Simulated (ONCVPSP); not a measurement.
## What the settings do to the ONCV potential of cadmium

Base potential:

* Element: cadmium (Cd)
* Generator: ONCVPSP 4.0.1
* Type: optimised norm-conserving Vanderbilt (ONCV)
* Functional: PBE
* Relativity: scalar-relativistic
* Frozen core: [Ar] 3d10
* Valence charge: 20
* Reference configuration: 4s2 4p6 4d10 5s2
* Partial waves: 4s+5s: rc 1.45 bohr, ncon 4, nbas 9, qcut 7.4 1/bohr, 3 projectors, debl 3.6 Ha; 4p: rc 1.60 bohr, ncon 3, nbas 8, qcut 8.5 1/bohr, 2 projectors, debl 0.3 Ha; 4d: rc 1.35 bohr, ncon 4, nbas 8, qcut 10.9 1/bohr, 2 projectors, debl 3.8 Ha
* Local potential: polynomial inside 1.00 bohr (lpopt 5, dvloc0 3 Ha)
* Core correction: none

In the p channel the program set the typed energies aside and used -2.461, 0.250 Ha.

All-electron outer shells of the reference configuration (PBE, scalar-relativistic, ld1.x):

```tsv
shell	level (eV)	outermost node (bohr)	outermost maximum (bohr)
3d	-393.64	–	0.27
4s	-105.92	0.43	0.79
4p	-66.97	0.43	0.84
4d	-11.73	0.42	0.98
5s	-5.66	1.07	2.35
```

Cutoffs, loose and tight: the cutoffs (Ha) at which the residual kinetic energy of the hardest occupied pseudo-wave falls to 1 and 0.1 mHa per electron. They do not see the model core or the augmentation charge, which bear on the density cutoff. Test errors are all-electron minus pseudo excitation energies from the reference, over the configurations 4s2 4p6 4d10 5s1; 4s2 4p6 4d10 5s0; 4s2 4p6 4d9 5s0; 4s2 4p6 4d10 5s1 5p1. A dash means not determined; rows that change the core or the reference have their own tests.

| change | outcome | cutoff, loose | cutoff, tight | bound ghosts | GHOST(+) flags above zero | largest test error (meV) |
| --- | --- | --- | --- | --- | --- | --- |
| base | generated, projector energies reset by the program | 38 Ha | 46 Ha | none | s | -10 |
| p: qcut 7.1 | generated, projector energies reset by the program | 38 Ha | 46 Ha | none | s | -11 |
| p: qcut 10 | generated, projector energies reset by the program | 38 Ha | 46 Ha | none | s | -10 |
| p: qcut 11.5 | generated, projector energies reset by the program | 38 Ha | 46 Ha | none | s | -11 |

Task: What comes out with this change to the base: p: qcut 5.4?

Result: outcome: generated, projector energies reset by the program; cutoff, loose: 38 Ha; cutoff, tight: 97 Ha; bound ghosts: none; GHOST(+) flags above zero: s; largest test error (meV): -13.

Task: What comes out with this change to the base: p: qcut 12.7?

Result: outcome: generated, projector energies reset by the program; cutoff, loose: 41 Ha; cutoff, tight: 50 Ha; bound ghosts: none; GHOST(+) flags above zero: s; largest test error (meV): -11.

Reading the sweep of the qcut of the p channel (base included, trends over the rows without a ghost): The loose cutoff stays near 38 Ha. The median size of the test errors (rows with all tests solved) stays near 3.8 meV.
